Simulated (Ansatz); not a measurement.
Ligand exchange: Sn(CH3)(NH2) + C2H2S → Sn(CH3)(SH) + C2H3N

Species: Sn(CH3)(NH2), singlet; C2H2S (ethynethiol) `C#CS`, singlet; Sn(CH3)(SH), singlet; C2H3N `C#CN`, singlet. The partners trade NH2 for SH: Sn–NH2 and C–SH bonds give way to Sn–SH and C–NH2.

Shapes, held fixed at every level: PBE0-D4/def2-TZVP. Flexible molecules stand in one conformer, not always the lowest. Programs: Ansatz 0.2.0. The zero-point and thermal change to 298 K, harmonic and unscaled (PBE0-D4/def2-TZVP), is +3.4 kJ/mol.

```json
{"level": "PBE-D4/def2-TZVPP", "kind": "GGA", "ΔH(298 K) (kJ/mol)": "-50.6", "less CCSD(T)/def2-TZVPP": "-12.7", "CPU time (sum over the molecules)": "11 s"}
{"level": "BHLYP-D4/def2-TZVPP", "kind": "global hybrid", "ΔH(298 K) (kJ/mol)": "-55.0", "less CCSD(T)/def2-TZVPP": "-17.1", "CPU time (sum over the molecules)": "13 s"}
{"level": "wB97M-V/def2-TZVPP", "kind": "range-separated hybrid", "ΔH(298 K) (kJ/mol)": "-46.2", "less CCSD(T)/def2-TZVPP": "-8.3", "CPU time (sum over the molecules)": "45 s"}
{"level": "wB97X-V/def2-TZVPP", "kind": "range-separated hybrid", "ΔH(298 K) (kJ/mol)": "-45.9", "less CCSD(T)/def2-TZVPP": "-8.0", "CPU time (sum over the molecules)": "34 s"}
{"level": "B2PLYP/def2-TZVPP", "kind": "double hybrid", "ΔH(298 K) (kJ/mol)": "-42.6", "less CCSD(T)/def2-TZVPP": "-4.7", "CPU time (sum over the molecules)": "22 s"}
{"level": "CCSD/def2-TZVPP", "kind": "coupled cluster or CI", "ΔH(298 K) (kJ/mol)": "-40.8", "less CCSD(T)/def2-TZVPP": "-2.9", "CPU time (sum over the molecules)": "–"}
{"level": "CCSD(T)/def2-TZVPP", "kind": "coupled cluster or CI", "ΔH(298 K) (kJ/mol)": "-37.9", "less CCSD(T)/def2-TZVPP": "0.0", "CPU time (sum over the molecules)": "2.5 min"}
```

The highest level, CCSD(T)/def2-TZVPP, gives ΔH(298 K) = -37.9 kJ/mol; the levels span -55.0 to -37.9. The column of differences is taken from that level and isn't an error. No measured value is set beside it here. For atoms past krypton def2 sets carry core potentials with scalar relativity. Outer-core shells of Sn are correlated, in sets that cover them unevenly. Times are processor times on shared x86 and Arm servers, and rough.
